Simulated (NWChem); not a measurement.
A series in which one site is exchanged, each optimised at PBE0/def2-SVP with NWChem, gas phase unless a solvent is named. Low-valent species are run as closed-shell singlets; no triplet was tried in these runs. Some are not confirmed as minima by frequencies. def2 effective core potentials on Sn, Pb; no spin-orbit coupling.

A: [F][Sn][F] (SnF2; site = Sn)
B: [F][Ge][F] (GeF₂; site = Ge)
C: F[Si]F (SiF2; site = Si)
D: [F][Pb][F] (PbF₂; site = Pb)

```csv
quantity,A,B,C,D
"dipole (D), PBE0/def2-SVP",3.63,2.34,[?],4.74
"orbital gap (eV), PBE0/def2-SVP",5.86,6.34,[?],6.02
"static polarisability, B3LYP/def2-SVPD (bohr³)",37.0,29.6,[?],37.4
"lowest singlet excitation, B3LYP/def2-SVPD, TDA (eV)",5.11,5.64,[?],4.90
```

Complete the blanks.


- dipole (D), PBE0/def2-SVP, C: 1.19
- orbital gap (eV), PBE0/def2-SVP, C: 6.21
- static polarisability, B3LYP/def2-SVPD (bohr³), C: 28.4
- lowest singlet excitation, B3LYP/def2-SVPD, TDA (eV), C: 5.87
